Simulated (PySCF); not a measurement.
Species: [SnCl5]- (charge -1).
Bonds: Sn1–Cl2, Sn1–Cl3, Sn1–Cl4, Sn1–Cl5, Sn1–Cl6.

Method: PySCF 2.14.0, PBE0-D3(BJ)/def2-SVP geometry optimisation, gas phase, def2 core potentials past Kr.

Task: How far are the bound atoms from Sn1?

Result: 5 atoms: Cl4 2.388 Å, Cl5 2.394 Å, Cl6 2.395 Å, Cl3 2.421 Å, Cl2 2.421 Å.

Task: List the angles at Sn1.

Result: 
```json
{"angle": "Cl2–Sn1–Cl3", "degrees": "178.9", "distance of the outer atoms (Å)": "4.84"}
{"angle": "Cl5–Sn1–Cl6", "degrees": "123.1", "distance of the outer atoms (Å)": "4.21"}
{"angle": "Cl4–Sn1–Cl6", "degrees": "118.5", "distance of the outer atoms (Å)": "4.11"}
{"angle": "Cl4–Sn1–Cl5", "degrees": "118.4", "distance of the outer atoms (Å)": "4.11"}
{"angle": "Cl3–Sn1–Cl4", "degrees": "90.7", "distance of the outer atoms (Å)": "3.42"}
{"angle": "Cl2–Sn1–Cl4", "degrees": "90.4", "distance of the outer atoms (Å)": "3.41"}
{"angle": "Cl2–Sn1–Cl5", "degrees": "89.9", "distance of the outer atoms (Å)": "3.40"}
{"angle": "Cl2–Sn1–Cl6", "degrees": "89.9", "distance of the outer atoms (Å)": "3.40"}
{"angle": "Cl3–Sn1–Cl5", "degrees": "89.8", "distance of the outer atoms (Å)": "3.40"}
{"angle": "Cl3–Sn1–Cl6", "degrees": "89.5", "distance of the outer atoms (Å)": "3.39"}
```

Task: What is the shape at Sn1?

Result: Trigonal bipyramidal: τ5 = (β − α)/60° = 0.93 from the two widest angles, 178.9° and 123.1° (0 for a square pyramid, 1 for a trigonal bipyramid). The Sn–Cl distances aren't all alike: 2.388 to 2.421 Å.

Point group: near D3h, missed by 0.12 Å at most; the miss may be what the optimiser left on a soft mode (C2v holds within 0.08 Å). Charge -1, singlet. Stationary, but not proved a minimum.
